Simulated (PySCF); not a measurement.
Isomers of C5H6FNSi.

All values: CAM-B3LYP/def2-SVPD (PySCF) at GFN2-xTB geometries, gas phase, one conformer each. Core orbitals are frozen in the response; Δα² is half the sum of the squared differences of the principal polarisabilities.

Question: Rank by HOMO energy, lowest first.
A. `[CH:1]#[C:2][Si@H:3]1[C@H:4]([F:5])[C@@H:6]1[N:7]=[CH2:8]` with C4–C6–N7–C8 -36°
B. `[CH:1]#[C:2][Si@:3]([NH2:4])([F:5])[C:6]#[C:7][CH3:8]` with C2–Si3–N4–H -157° and 59°
C. `[N:1]#[C:2][C:3](/[CH:4]=[CH:5]\[F:6])=[CH:7]/[SiH3:8]` with C2–C3–C4–C5 -3°
D. `[H]/[N:8]=[CH:7]/[C@@H:6]1[Si@H:3]([C:2]#[CH:1])[C@H:4]1[F:5]` with C4–C6–C7–N8 158°

Answer: B (-8.99 eV), C (-8.72 eV), D (-8.28 eV), A (-7.75 eV).

Question: Rank by polarisability anisotropy Δα, lowest first.
A. `[H]/[N:8]=[CH:7]/[C@@H:6]1[Si@H:3]([C:2]#[CH:1])[C@H:4]1[F:5]` with C4–C6–C7–N8 158°
B. `[CH:1]#[C:2][Si@H:3]1[C@H:4]([F:5])[C@@H:6]1[N:7]=[CH2:8]` with C4–C6–N7–C8 -36°
C. `[CH:1]#[C:2][Si@:3]([NH2:4])([F:5])[C:6]#[C:7][CH3:8]` with C2–Si3–N4–H -157° and 59°

Answer: A (5.10 Å³), C (6.45 Å³), B (9.59 Å³).

Question: Rank by HOMO–LUMO gap, lowest first.
A. `[H]/[N:8]=[CH:7]/[C@@H:6]1[Si@H:3]([C:2]#[CH:1])[C@H:4]1[F:5]` with C4–C6–C7–N8 158°
B. `[CH:1]#[C:2][Si@:3]([NH2:4])([F:5])[C:6]#[C:7][CH3:8]` with C2–Si3–N4–H -157° and 59°
C. `[CH:1]#[C:2][Si@H:3]1[C@H:4]([F:5])[C@@H:6]1[N:7]=[CH2:8]` with C4–C6–N7–C8 -36°
D. `[N:1]#[C:2][C:3](/[CH:4]=[CH:5]\[F:6])=[CH:7]/[SiH3:8]` with C2–C3–C4–C5 -3°

Answer: D (7.45 eV), C (7.59 eV), A (8.21 eV), B (9.44 eV).

All values together:

| SMILES | μ (D) | HOMO (eV) | LUMO (eV) | α (Å³) | Δα (Å³) |
| --- | --- | --- | --- | --- | --- |
| C#C[Si@](N)(F)C#CC | 3.19 | -8.99 | 0.45 | 13.04 | 6.45 |
| N#CC(/C=C\F)=C/[SiH3] | 4.96 | -8.72 | -1.27 | 14.30 | 9.43 |
| [H]/N=C/[C@H]1[C@H](F)[Si@H]1C#C | 3.49 | -8.28 | -0.07 | 13.82 | 5.10 |
| C#C[Si@H]1[C@H](F)[C@@H]1N=C | 2.49 | -7.75 | -0.16 | 14.06 | 9.59 |

Conformers: `[CH:1]#[C:2][Si@:3]([NH2:4])([F:5])[C:6]#[C:7][CH3:8]` with C2–Si3–N4–H -157° and 59°; `[N:1]#[C:2][C:3](/[CH:4]=[CH:5]\[F:6])=[CH:7]/[SiH3:8]` with C2–C3–C4–C5 -3°; `[H]/[N:8]=[CH:7]/[C@@H:6]1[Si@H:3]([C:2]#[CH:1])[C@H:4]1[F:5]` with C4–C6–C7–N8 158°; `[CH:1]#[C:2][Si@H:3]1[C@H:4]([F:5])[C@@H:6]1[N:7]=[CH2:8]` with C4–C6–N7–C8 -36°.
